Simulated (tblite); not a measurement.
Species: C3H11ClSi3.
Numbering: `[CH3:1][C@@H:2]1[SiH2:3][CH2:4][Si@H:5]1[SiH2:6][Cl:7]` (hydrogens: H8, H9, H10 on C1; H11 on C2; H12, H13 on Si3; H14, H15 on C4; H16 on Si5; H17, H18 on Si6)

Computed with GFN2-xTB (tblite), gas phase: L-BFGS steps from a force-field or distance-geometry start until the largest atomic force falls under 0.01 eV/Å.

Step 32: E = -592.2119 eV
```
atom  x, y, z in Å  |  force x, y, z in eV/Å
C1      0.2939    2.2825   -0.1770    0.006   0.013  -0.016
C2      0.5688    0.8272    0.1633   -0.002   0.009  -0.005
Si3     2.1411   -0.0876   -0.4581    0.018  -0.028   0.073
C4      1.0677   -1.6719   -0.3850   -0.149  -0.041   0.034
Si5    -0.5283   -0.5974   -0.5388    0.020  -0.068  -0.125
Si6    -2.5849   -1.0203    0.4035   -0.090  -0.007   0.001
Cl7    -3.7330   -2.0281   -0.9354    0.024  -0.004  -0.001
H8     -0.5497    2.6640    0.4055    0.078  -0.031  -0.140
H9      0.0677    2.4024   -1.2348   -0.006  -0.023   0.026
H10     1.1661    2.8983    0.0466   -0.058   0.009   0.031
H11     0.5782    0.7470    1.2571   -0.022  -0.027  -0.040
H12     2.5537    0.2409   -1.8198   -0.016   0.040  -0.012
H13     3.2856   -0.0120    0.4448    0.095  -0.024   0.037
H14     1.1534   -2.1524    0.5890   -0.026   0.005  -0.042
H15     1.2129   -2.4516   -1.1283    0.058   0.112  -0.001
H16    -0.7111   -0.4048   -1.9982    0.031   0.080   0.050
H17    -3.3425    0.2037    0.6801    0.000   0.007   0.046
H18    -2.6485   -1.8336    1.6150    0.039  -0.022   0.082
```

Step 33: E = -592.2160 eV
```
atom  x, y, z in Å  |  force x, y, z in eV/Å
C1      0.2987    2.2793   -0.1836   -0.020   0.055  -0.013
C2      0.5641    0.8248    0.1642    0.080   0.060  -0.006
Si3     2.1397   -0.0878   -0.4536    0.016  -0.039   0.078
C4      1.0656   -1.6725   -0.3878   -0.182  -0.063   0.022
Si5    -0.5332   -0.5962   -0.5382    0.083  -0.093  -0.134
Si6    -2.5835   -1.0210    0.4114   -0.104  -0.030  -0.029
Cl7    -3.7257   -2.0304   -0.9339    0.026   0.009   0.023
H8     -0.5496    2.6621    0.3876    0.006  -0.011  -0.106
H9      0.0815    2.3981   -1.2433    0.017  -0.022   0.018
H10     1.1634    2.9018    0.0530   -0.038  -0.042   0.000
H11     0.5721    0.7537    1.2582   -0.027  -0.049  -0.032
H12     2.5560    0.2499   -1.8138   -0.022   0.026   0.019
H13     3.2796   -0.0115    0.4567    0.082  -0.029   0.020
H14     1.1504   -2.1678    0.5794   -0.028   0.049  -0.038
H15     1.2080   -2.4472   -1.1369    0.066   0.121  -0.021
H16    -0.7159   -0.3964   -1.9973    0.028   0.071   0.061
H17    -3.3381    0.2044    0.6865   -0.014   0.006   0.054
H18    -2.6418   -1.8371    1.6209    0.030  -0.019   0.084
```

Step 34: E = -592.2208 eV
```
atom  x, y, z in Å  |  force x, y, z in eV/Å
C1      0.3051    2.2769   -0.1932   -0.038   0.072  -0.010
C2      0.5599    0.8236    0.1647    0.135   0.084  -0.015
Si3     2.1383   -0.0884   -0.4464    0.017  -0.051   0.071
C4      1.0599   -1.6735   -0.3929   -0.144  -0.055   0.002
Si5    -0.5388   -0.5962   -0.5381    0.105  -0.079  -0.086
Si6    -2.5841   -1.0236    0.4225   -0.070  -0.044  -0.042
Cl7    -3.7170   -2.0339   -0.9303    0.012   0.011   0.037
H8     -0.5510    2.6609    0.3600   -0.085   0.014  -0.057
H9      0.1034    2.3930   -1.2557    0.045  -0.018   0.002
H10     1.1602    2.9055    0.0627   -0.008  -0.080  -0.037
H11     0.5648    0.7624    1.2590   -0.035  -0.068  -0.024
H12     2.5626    0.2616   -1.8044   -0.034   0.001   0.073
H13     3.2709   -0.0112    0.4764    0.057  -0.039  -0.013
H14     1.1483   -2.1877    0.5641   -0.040   0.082  -0.020
H15     1.2019   -2.4374   -1.1526    0.069   0.111  -0.047
H16    -0.7246   -0.3872   -1.9939    0.025   0.064   0.041
H17    -3.3336    0.2046    0.6966   -0.031  -0.001   0.060
H18    -2.6350   -1.8430    1.6312    0.019  -0.003   0.064
```

Step 35: E = -592.2254 eV
```
atom  x, y, z in Å  |  force x, y, z in eV/Å
C1      0.3117    2.2761   -0.2040   -0.049   0.054  -0.004
C2      0.5578    0.8242    0.1648    0.126   0.067  -0.025
Si3     2.1372   -0.0898   -0.4375    0.017  -0.058   0.057
C4      1.0518   -1.6753   -0.3998   -0.041  -0.021  -0.022
Si5    -0.5433   -0.5974   -0.5380    0.077  -0.020  -0.002
Si6    -2.5859   -1.0277    0.4344    0.002  -0.038  -0.032
Cl7    -3.7081   -2.0379   -0.9248   -0.016   0.001   0.034
H8     -0.5553    2.6607    0.3277   -0.148   0.031  -0.020
H9      0.1303    2.3879   -1.2702    0.067  -0.009  -0.012
H10     1.1573    2.9078    0.0728    0.021  -0.087  -0.064
H11     0.5570    0.7714    1.2593   -0.039  -0.076  -0.020
H12     2.5720    0.2741   -1.7920   -0.045  -0.028   0.126
H13     3.2606   -0.0115    0.4998    0.033  -0.055  -0.048
H14     1.1468   -2.2082    0.5456   -0.060   0.093   0.003
H15     1.1958   -2.4239   -1.1731    0.065   0.084  -0.067
H16    -0.7356   -0.3782   -1.9888    0.022   0.059   0.001
H17    -3.3300    0.2038    0.7093   -0.040  -0.017   0.063
H18    -2.6291   -1.8499    1.6439    0.009   0.021   0.031
```

**Question.** Estimate the geometry and energy of step 36. (The exact step hangs on the optimiser's Hessian estimate; all steps are aligned on step 35, rigid shifts and turns removed.)

**Answer.** E = -592.2297 eV, largest force 0.171 eV/Å
```
atom  x, y, z in Å  |  force x, y, z in eV/Å
C1      0.3168    2.2767   -0.2141   -0.055   0.016   0.002
C2      0.5581    0.8261    0.1643    0.060   0.025  -0.024
Si3     2.1367   -0.0924   -0.4281    0.012  -0.052   0.043
C4      1.0436   -1.6773   -0.4068    0.079   0.022  -0.043
Si5    -0.5463   -0.5989   -0.5377    0.024   0.060   0.071
Si6    -2.5874   -1.0323    0.4453    0.073  -0.015  -0.007
Cl7    -3.7003   -2.0415   -0.9183   -0.047  -0.015   0.022
H8     -0.5623    2.6610    0.2963   -0.159   0.034  -0.008
H9      0.1577    2.3834   -1.2840    0.076   0.000  -0.021
H10     1.1552    2.9084    0.0811    0.036  -0.067  -0.074
H11     0.5488    0.7788    1.2590   -0.034  -0.073  -0.019
H12     2.5811    0.2852   -1.7778   -0.049  -0.053   0.155
H13     3.2514   -0.0128    0.5214    0.022  -0.072  -0.068
H14     1.1446   -2.2260    0.5279   -0.076   0.085   0.021
H15     1.1915   -2.4092   -1.1944    0.057   0.051  -0.075
H16    -0.7461   -0.3690   -1.9836    0.020   0.052  -0.032
H17    -3.3276    0.2021    0.7225   -0.040  -0.042   0.060
H18    -2.6242   -1.8561    1.6564    0.001   0.043  -0.004
```

The energy changes by -0.0043 eV. The first-order estimate −F·Δx gives -0.0058 eV and the mean of the old and new forces, exact on a quadratic surface, -0.0043 eV. The step makes an angle of 79° with the force vector and moves no atom by more than 0.032 Å.

What follows is the cost of the whole relaxation. The run took 2.3 s wall on one thread of an Arm Neoverse N1, shared host with 64 logical CPUs at a one-minute load of 61.
